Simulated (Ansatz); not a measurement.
Cartesian coordinates (Å):
```xyz
8

C      2.0155     0.5814     0.0221
C      1.0457    -0.1177    -0.1763
O      0.0313    -0.9014    -0.4005
C     -1.2644    -0.2887    -0.1645
H      2.8795     1.1864     0.1925
H     -1.3438     0.0228     0.8864
H     -1.3934     0.5781    -0.8277
H     -2.0042    -1.0624    -0.3938
```
Charge 0, multiplicity 1.

Method: frozen-core CCSD(T)/cc-pVTZ // PBE-D3(BJ)/def2-TZVP (Ansatz, an electronic-structure program).

```
Property                       Result
----------------------  -------------
HF energy               -190.76229 Ha
MP2 correlation energy    -0.71301 Ha
```

Q: Estimate the CCSD correlation energy, the (T) correction, the total energy and the T1 diagnostic.

A: 
```json
{
  "CCSD correlation energy": "-0.73257 Ha",
  "(T) correction": "-0.03345 Ha",
  "CCSD(T) total energy": "-191.52831 Ha",
  "T1 diagnostic": "0.013"
}
```
